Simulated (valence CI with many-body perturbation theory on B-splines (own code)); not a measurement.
**E1 line list for Cl⁴⁺**

Computed by configuration interaction combined with many-body perturbation theory (CI+MBPT): three valence electrons over a frozen Dirac-Fock core [Ne], radial functions for each j: 11 s, 11 p, 9 d, 7 f, 5 g, 2 h, 1 i, with the one-electron correlation potential Σ1 (screened to all orders), the two-electron term Σ2, the three-electron term Σ3, Breit, model QED; selected single and double excitations, second order for the rest, scaled by the run's own slope (own B-spline code, finite nucleus).

No measured levels were compared; by estimate levels hold to about 100 cm⁻¹ or 0.05 % of their energy and the worst to 300 or 400 cm⁻¹, as in measured light ions of charge 2 to 7.

Lines 201 to 250 of 274 in falling wavelength, among levels below 402880 cm⁻¹, chosen from the strongest by gf and those to the six lowest levels. Wavelengths and rates use the calculated energies, so an error of 100 cm⁻¹ moves a line at 51.02 nm by 0.051 % and its rate by three times that or more. Electric multipoles are in the length gauge, E1 and E2 with the static RPA response of the core. Weak lines are less certain than strong ones. Lines between different terms over intervals too small for the method are left out, as are lines whose strength nearly cancels. The highest levels of a list are the least certain.

Letters in brackets count levels of one name in rising energy.

| λ vac (nm) | Upper | Lower | A (s⁻¹) | log gf | Branch % |
| --- | --- | --- | --- | --- | --- |
| 51.02 | 3s.3p.3d 2D°_3/2 [a] | 3s.3p2 4P_1/2 | 5.44e+06 | -3.07 | 0.0 |
| 48.43 | 3s.3p.3d 2F°_7/2 [b] | 3s.3p2 2D_5/2 | 1.18e+10 | 0.52 | 77.5 |
| 48.39 | 3s.3p.3d 2F°_5/2 [a] | 3s.3p2 4P_5/2 | 3.96e+05 | -4.08 | 0.0 |
| 48.35 | 3s.3p.3d 2F°_5/2 [b] | 3s.3p2 2D_5/2 | 7.53e+08 | -0.80 | 5.0 |
| 48.33 | 3s.3p.3d 2F°_5/2 [b] | 3s.3p2 2D_3/2 | 1.10e+10 | 0.36 | 72.4 |
| 48.19 | 3s.3p.3d 2F°_5/2 [a] | 3s.3p2 4P_3/2 | 8.68e+05 | -3.74 | 0.0 |
| 48.11 | 3s.3p.3d 2F°_7/2 [a] | 3s.3p2 4P_5/2 | 5.47e+06 | -2.82 | 0.1 |
| 47.83 | 3s.3p.3d 2P°_3/2 [a] | 3s.3p2 2D_3/2 | 1.23e+06 | -3.77 | 0.0 |
| 47.79 | 3s2.4p 2P°_3/2 | 3s.3p2 4P_5/2 | 6.71e+05 | -4.04 | 0.0 |
| 47.75 | 3s.3p.3d 2P°_1/2 [a] | 3s.3p2 2D_3/2 | 1.82e+07 | -2.91 | 0.1 |
| 46.10 | 3s.3p.4s 2P°_3/2 | 3s.3p2 2S_1/2 | 1.27e+09 | -0.79 | 12.2 |
| 44.97 | 3s.3p.3d 2P°_1/2 [b] | 3s.3p2 2D_3/2 | 2.59e+07 | -2.80 | 0.1 |
| 44.96 | 3s.3p.3d 2P°_3/2 [b] | 3s.3p2 2D_3/2 | 4.77e+06 | -3.24 | 0.0 |
| 44.25 | 3s.3p.3d 2D°_3/2 [b] | 3s.3p2 2D_3/2 | 1.16e+07 | -2.87 | 0.0 |
| 42.94 | 3s.3p.3d 2F°_7/2 [b] | 3s.3p2 4P_5/2 | 4.04e+06 | -3.05 | 0.0 |
| 42.88 | 3s.3p.3d 2F°_5/2 [b] | 3s.3p2 4P_5/2 | 2.54e+05 | -4.38 | 0.0 |
| 42.72 | 3s.3p.3d 2F°_5/2 [b] | 3s.3p2 4P_3/2 | 5.47e+05 | -4.05 | 0.0 |
| 42.49 | 3s.3p.3d 2P°_3/2 [a] | 3s.3p2 4P_5/2 | 2.60e+05 | -4.55 | 0.0 |
| 42.24 | 3s.3p.3d 2P°_3/2 [a] | 3s.3p2 4P_1/2 | 4.05e+06 | -3.36 | 0.0 |
| 42.18 | 3s.3p.3d 2P°_1/2 [a] | 3s.3p2 4P_1/2 | 2.27e+06 | -3.92 | 0.0 |
| 41.70 | 3s.3p.4s 4P°_1/2 | 3s.3p2 2D_3/2 | 4.14e+06 | -3.67 | 0.0 |
| 41.60 | 3s.3p.4s 4P°_3/2 | 3s.3p2 2D_3/2 | 3.37e+06 | -3.46 | 0.0 |
| 41.44 | 3s.3p.4s 4P°_5/2 | 3s.3p2 2D_3/2 | 2.98e+05 | -4.34 | 0.0 |
| 40.08 | 3s.3p.4s 2P°_1/2 | 3s.3p2 2D_3/2 | 7.61e+09 | -0.44 | 75.0 |
| 39.93 | 3s.3p.4s 2P°_3/2 | 3s.3p2 2D_5/2 | 7.02e+09 | -0.17 | 67.4 |
| 39.92 | 3s.3p.4s 2P°_3/2 | 3s.3p2 2D_3/2 | 7.63e+08 | -1.14 | 7.3 |
| 39.60 | 3s.3p.3d 2D°_5/2 [b] | 3s.3p2 4P_5/2 | 4.47e+05 | -4.20 | 0.0 |
| 39.47 | 3s.3p.3d 2D°_5/2 [b] | 3s.3p2 4P_3/2 | 3.34e+05 | -4.33 | 0.0 |
| 39.24 | 3s2.4s 2S_1/2 | 3s2.3p 2P°_3/2 | 7.95e+09 | -0.44 | 66.9 |
| 39.01 | 3s2.4s 2S_1/2 | 3s2.3p 2P°_1/2 | 3.93e+09 | -0.75 | 33.1 |
| 38.38 | 3s2.4f 2F°_5/2 | 3s.3p2 2D_3/2 | 4.92e+08 | -1.19 | 3.0 |
| 37.50 | 3s.3p.4s 4P°_3/2 | 3s.3p2 4P_5/2 | 4.17e+09 | -0.45 | 45.2 |
| 37.45 | 3s.3p.4s 4P°_1/2 | 3s.3p2 4P_3/2 | 7.68e+09 | -0.49 | 83.3 |
| 37.38 | 3s.3p.4s 4P°_3/2 | 3s.3p2 4P_3/2 | 1.22e+09 | -0.99 | 13.2 |
| 37.38 | 3s.3p.4s 4P°_1/2 | 3s.3p2 4P_1/2 | 1.53e+09 | -1.19 | 16.6 |
| 37.36 | 3s.3p.4s 4P°_5/2 | 3s.3p2 4P_5/2 | 6.46e+09 | -0.09 | 70.0 |
| 37.30 | 3s.3p.4s 4P°_3/2 | 3s.3p2 4P_1/2 | 3.82e+09 | -0.50 | 41.4 |
| 37.25 | 3s.3p.4s 4P°_5/2 | 3s.3p2 4P_3/2 | 2.76e+09 | -0.46 | 29.9 |
| 36.15 | 3s.3p.4s 2P°_1/2 | 3s.3p2 4P_3/2 | 2.69e+06 | -3.98 | 0.0 |
| 36.13 | 3s.3p.4s 2P°_3/2 | 3s.3p2 4P_5/2 | 6.56e+05 | -4.29 | 0.0 |
| 36.02 | 3s.3p.4s 2P°_3/2 | 3s.3p2 4P_3/2 | 3.26e+06 | -3.60 | 0.0 |
| 35.95 | 3s.3p.4s 2P°_3/2 | 3s.3p2 4P_1/2 | 4.61e+06 | -3.45 | 0.0 |
| 35.03 | 3s2.5p 2P°_1/2 | 3s.3p2 2D_3/2 | 1.02e+09 | -1.43 | 20.1 |
| 35.00 | 3s2.5p 2P°_3/2 | 3s.3p2 2D_3/2 | 1.02e+08 | -2.12 | 2.1 |
| 28.73 | 3s2.4d 2D_3/2 | 3s2.3p 2P°_3/2 | 1.46e+08 | -2.14 | 7.7 |
| 28.73 | 3s2.4d 2D_5/2 | 3s2.3p 2P°_3/2 | 8.63e+08 | -1.19 | 45.2 |
| 28.61 | 3s2.4d 2D_3/2 | 3s2.3p 2P°_1/2 | 6.89e+08 | -1.47 | 36.3 |
| 26.27 | 3s2.5s 2S_1/2 | 3s2.3p 2P°_3/2 | 3.09e+09 | -1.19 | 41.5 |
| 26.17 | 3s2.5s 2S_1/2 | 3s2.3p 2P°_1/2 | 1.52e+09 | -1.50 | 20.5 |
| 25.97 | 3p2.3d 2P_3/2 | 3s2.3p 2P°_3/2 | 1.96e+08 | -2.10 | 2.4 |
